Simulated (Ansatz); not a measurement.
Reaction (ligand exchange at the Si–Cl bond): `C=C[SiH](Cl)C=C` + HBr → `C=C[SiH](Br)C=C` + HCl

Program: Ansatz. Geometries: PBE0-D4/def2-TZVP. ΔE: electronic, gas phase. CCSD(T)/CBS is the MP2 limit (def2-TZVPP, def2-QZVPP) plus CCSD(T) − MP2 in def2-TZVPP, frozen cores. This one scheme is used for every species. Functionals use def2-TZVPP. B3LYP here is the variant with VWN-RPA as its local correlation; programs differ in this. For Br outer-core shells are correlated without core-valence functions, which leaves a few kJ/mol of doubt a bond. Scalar relativity is left out up to krypton. One conformer a species, not always the lowest.

```json
{"level": "B3LYP-D4", "ΔE (kcal/mol)": "0.7"}
{"level": "MP2/def2-QZVPP", "ΔE (kcal/mol)": "-0.4"}
```

**Question.** What does CCSD(T)/CBS give? (An estimate is asked.)

**Answer.** The calculation gave: -0.3 kcal/mol. The listed levels differ from it by 1.0, -0.1 kcal/mol.

Largest T1 diagnostic among the species: 0.011.

In def2-TZVPP, CCSD(T) changes the Hartree–Fock value by −0.9 kcal/mol (the triples alone add −0.1 kcal/mol) and MP2 by −1.4 kcal/mol.
